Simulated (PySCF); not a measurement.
C$_{4}$H$_{12}$BN (SMILES CCBN(C)C), singlet, geometry from GFN2-xTB; DF-PBE/def2-TZVP run with PySCF.

Input for PySCF:
```python
from pyscf import gto, scf, dft

mol = gto.M(
    atom='''
B    -0.42243983    0.30923452   -0.77763066
H    -1.37777381    0.69758194   -1.34170126
C     0.56424852   -0.71499789   -1.50494203
C     0.23498170   -2.16866904   -1.14058819
H     1.61466027   -0.52991651   -1.26602074
H     0.47879354   -0.61601447   -2.58930964
H    -0.79010512   -2.40359354   -1.41920796
H     0.33835471   -2.33304997   -0.06979035
H     0.89672178   -2.86204751   -1.65856953
N    -0.22921185    0.74471938    0.51985054
C     0.86601422    0.36789061    1.38444170
C    -1.13180390    1.65015631    1.19576672
H     1.41252796    1.25651039    1.71806607
H     0.49052754   -0.15011567    2.27339413
H     1.55306597   -0.28985300    0.86298166
H    -1.54411892    1.18157020    2.09561749
H    -0.60583554    2.56141400    1.49959035
H    -1.95077934    1.92202606    0.53607999
''',
    basis='def2-tzvp',
    verbose=4,
    max_memory=1800,
)

mf = dft.RKS(mol)
mf.xc = 'pbe'
mf = mf.density_fit(auxbasis='def2-universal-jkfit')
mf.kernel()
```

The log (banner, timings and long lists left out):

```
PySCF version 2.14.0

[INPUT] verbose = 4
[INPUT] num. atoms = 18
[INPUT] num. electrons = 48
[INPUT] charge = 0
[INPUT] spin (= nelec alpha-beta = 2S) = 0
[INPUT] symmetry False subgroup None
[INPUT] Mole.unit = angstrom
[INPUT] Symbol           X                Y                Z      unit          X                Y                Z       unit  Magmom
[...]
nuclear repulsion = 237.420750162779
number of shells = 114
number of NR pGTOs = 372
number of NR cGTOs = 258
basis = def2-tzvp
ecp = {}

******** <class 'pyscf.df.df_jk.DFRKS'> ********
method = DFRKS
initial guess = minao
damping factor = 0
level_shift factor = 0
DIIS = <class 'pyscf.scf.diis.CDIIS'>
diis_start_cycle = 1
diis_space = 8
diis_damp = 0
SCF conv_tol = 1e-09
SCF conv_tol_grad = None
SCF max_cycles = 50
direct_scf = False
XC library pyscf.dft.libxc version 7.1.2
    S. Lehtola, C. Steigemann, M. J. T. Oliveira, and M. A. L. Marques,  SoftwareX 7, 1–5 (2018)
XC functionals = pbe
    J. P. Perdew, K. Burke, and M. Ernzerhof,  Phys. Rev. Lett. 77, 3865 (1996)
    J. P. Perdew, K. Burke, and M. Ernzerhof,  Phys. Rev. Lett. 78, 1396 (1997)
    J. P. Perdew, K. Burke, and M. Ernzerhof,  Phys. Rev. Lett. 77, 3865 (1996)
    J. P. Perdew, K. Burke, and M. Ernzerhof,  Phys. Rev. Lett. 78, 1396 (1997)
radial grids:
    Treutler-Ahlrichs [JCP 102, 346 (1995); DOI:10.1063/1.469408] (M4) radial grids

becke partition: Becke, JCP 88, 2547 (1988); DOI:10.1063/1.454033
pruning grids: <function nwchem_prune>
grids dens level: 3
symmetrized grids: False
atomic radii adjust function: <function treutler_atomic_radii_adjust>
small_rho_cutoff = 0
Set gradient conv threshold to 3.16228e-05
Initial guess from minao.
tot grids = 202120
init E= -239.136363120357
[...]
cycle= 1 E= -238.906803737992  delta_E= 0.23  |g|= 0.633  |ddm|= 2.85
[...]
cycle= 2 E= -238.760258083365  delta_E= 0.147  |g|= 0.962  |ddm|= 1.85
[...]
cycle= 3 E= -239.019109801491  delta_E= -0.259  |g|= 0.0979  |ddm|= 1.36
[...]
cycle= 4 E= -239.02077650983  delta_E= -0.00167  |g|= 0.0571  |ddm|= 0.0968
[...]
cycle= 5 E= -239.021372041343  delta_E= -0.000596  |g|= 0.0215  |ddm|= 0.0386
[...]
cycle= 6 E= -239.021462228155  delta_E= -9.02e-05  |g|= 0.00659  |ddm|= 0.0164
[...]
cycle= 7 E= -239.021473077638  delta_E= -1.08e-05  |g|= 0.000859  |ddm|= 0.00514
[...]
cycle= 8 E= -239.021473259353  delta_E= -1.82e-07  |g|= 0.000326  |ddm|= 0.00105
[...]
cycle= 9 E= -239.021473286341  delta_E= -2.7e-08  |g|= 9.65e-05  |ddm|= 0.000385
[...]
cycle= 10 E= -239.021473288883  delta_E= -2.54e-09  |g|= 1.96e-05  |ddm|= 9.99e-05
[...]
cycle= 11 E= -239.021473288968  delta_E= -8.51e-11  |g|= 9.01e-06  |ddm|= 2.59e-05
[...]
Extra cycle  E= -239.021473288946  delta_E= 2.22e-11  |g|= 1.31e-05  |ddm|= 1.73e-05
converged SCF energy = -239.021473288946
```
